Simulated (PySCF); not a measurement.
All of these have the formula C4H7ClSSi. Computed with TDDFT CAM-B3LYP/def2-SVPD, vertical, gas phase, core orbitals frozen in the response in PySCF. Geometries: GFN2-xTB; one conformer of each isolated species. Triplets are in the Tamm–Dancoff approximation.

A. `C(=S)=C[Si](Cl)(C)C`
B. `C=C(Cl)[SiH2][C@H]1CS1`
C. `C([SiH3])CC(Cl)=C=S`
D. `C(Cl)([C@@H]1CS[SiH2]1)=C`

Lowest singlet levels (six at most, fewer where fewer were computed) with oscillator strengths:

1. 5.15 eV (f 0.001); 5.31 eV (f 0.008); 6.13 eV (f 0.065); 6.44 eV (f 0.223); 6.50 eV (f 0.021); 6.62 eV (f 0.006); T1 4.10 eV
2. 2.68 eV (f 0.000); 5.05 eV (f 0.002); 6.03 eV (f 0.003); 6.10 eV (f 0.001); 6.50 eV (f 0.946); 6.65 eV (f 0.000); T1 2.39 eV
3. 1.87 eV (f 0.000); 5.18 eV (f 0.000); 5.41 eV (f 0.003); 5.67 eV (f 0.005); 5.80 eV (f 0.024); 6.34 eV (f 0.000); T1 1.51 eV
4. 4.76 eV (f 0.003); 6.03 eV (f 0.040); 6.14 eV (f 0.021); 6.44 eV (f 0.098); 6.51 eV (f 0.193); 6.64 eV (f 0.003); T1 4.06 eV

Question: Match each spectrum to its molecule.

Answer: 1 = D, 2 = A, 3 = C, 4 = B.
- A: S1 at 2.68 eV, HOMO→LUMO (99%); Löwdin shares by element: HOMO carbon 46% or more, sulfur 44%; LUMO carbon 47% or more, sulfur 38%, hydrogen 5% or more; HOMO -7.93 and LUMO -1.10 eV; point group Cs, 2 of its 6 listed states under f = 0.0005.
- B: S1 at 4.76 eV, HOMO→LUMO+1 (60%), HOMO→LUMO (27%); Löwdin shares by element: HOMO sulfur 72%, carbon 18% or more; LUMO carbon 57% or more, silicon 8%, sulfur 8% (atoms not listed hold the other 26%); HOMO -7.96 and LUMO 0.23 eV.
- C: S1 at 1.87 eV, HOMO→LUMO (99%); Löwdin shares by element: HOMO carbon 41% or more, sulfur 39%, chlorine 13%; LUMO carbon 44% or more, sulfur 40%, chlorine 12%; HOMO -7.67 and LUMO -1.73 eV.
- D: S1 at 5.15 eV, HOMO→LUMO (73%), HOMO→LUMO+3 (12%); Löwdin shares by element: HOMO sulfur 70%, carbon 11% or more, silicon 9%; LUMO silicon 25%, sulfur 22%, carbon 18% or more (atoms not listed hold the other 35%); HOMO -8.15 and LUMO 0.28 eV.
